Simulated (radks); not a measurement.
Q: Species: Pm54+. Configuration: [He] 2s2 2p3. Calculated with a radial shooting solver on a logarithmic mesh with Libxc functionals: Dirac Kohn-Sham, exchange-only PBE, spin-unpolarised, spherical densities, finite nucleus; open shells fill j = l - 1/2 first; Fermi nuclear charge, rms radius 4.962 fm. Some entries of the table are withheld. Estimate them.

orbital  occ.  eigenvalue (eV)  <r> (bohr)
1s1/2       2              (1)     0.02313
2s1/2       2              (2)     0.09505
2p1/2       2              (3)         (4)
2p3/2       1              (5)         (6)

A: 
(1) 1s1/2 eigenvalue (eV): -49938.41
(2) 2s1/2 eigenvalue (eV): -11669.52
(3) 2p1/2 eigenvalue (eV): -11420.97
(4) 2p1/2 <r> (bohr): 0.07908
(5) 2p3/2 eigenvalue (eV): -10808.30
(6) 2p3/2 <r> (bohr): 0.08507
